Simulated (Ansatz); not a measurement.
Reaction (substitution at a C–C bond): `Cc1ccc2ccccc2c1` + HCl → `Clc1ccc2ccccc2c1` + CH₄

Computed with Ansatz on PBE0-D4/def2-TZVP structures; ΔE is electronic, products minus reactants. CCSD(T)/CBS adds triple-zeta CCSD(T) − MP2 to the extrapolated MP2 energy (def2 sets, frozen cores). This one scheme is used for every species. Functionals use def2-TZVPP.

```json
{"level": "BLYP-D4", "ΔE (kJ/mol)": "8.0", "difference from CCSD(T)/CBS": "-10.6"}
{"level": "B97M-V", "ΔE (kJ/mol)": "12.5", "difference from CCSD(T)/CBS": "-6.1"}
{"level": "BLYP", "ΔE (kJ/mol)": "6.5", "difference from CCSD(T)/CBS": "-12.1"}
{"level": "PBE0", "ΔE (kJ/mol)": "14.5", "difference from CCSD(T)/CBS": "-4.1"}
{"level": "BHLYP", "ΔE (kJ/mol)": "17.4", "difference from CCSD(T)/CBS": "-1.2"}
{"level": "LC-ωPBE", "ΔE (kJ/mol)": "17.5", "difference from CCSD(T)/CBS": "-1.1"}
{"level": "CCSD(T)/def2-SVP", "ΔE (kJ/mol)": "25.0", "difference from CCSD(T)/CBS": "6.4"}
{"level": "HF/def2-TZVPP", "ΔE (kJ/mol)": "22.2", "difference from CCSD(T)/CBS": "3.6"}
{"level": "MP2/def2-QZVPP", "ΔE (kJ/mol)": "15.8", "difference from CCSD(T)/CBS": "-2.8"}
{"level": "HF/CBS(def2)", "ΔE (kJ/mol)": "22.8", "difference from CCSD(T)/CBS": "4.2"}
{"level": "CCSD(T)/CBS", "ΔE (kJ/mol)": "18.6", "difference from CCSD(T)/CBS": "0"}
```

Largest T1 diagnostic among the species: 0.010.

From BLYP to BHLYP (50 % exact exchange), in def2-TZVPP and without D4, ΔE moves by +10.9 kJ/mol. Leaving LDA and LC-ωPBE aside and taking each functional with its dispersion term where it has one, the values, not all of them listed here, spread over 9.6 kJ/mol, from BLYP-D4 to PBE-QIDH. LDA lies +5.9 kJ/mol from PBE without D4. At CCSD(T), def2-SVP lies +6.4 kJ/mol from the extrapolated value and def2-TZVPP +1.1 kJ/mol.
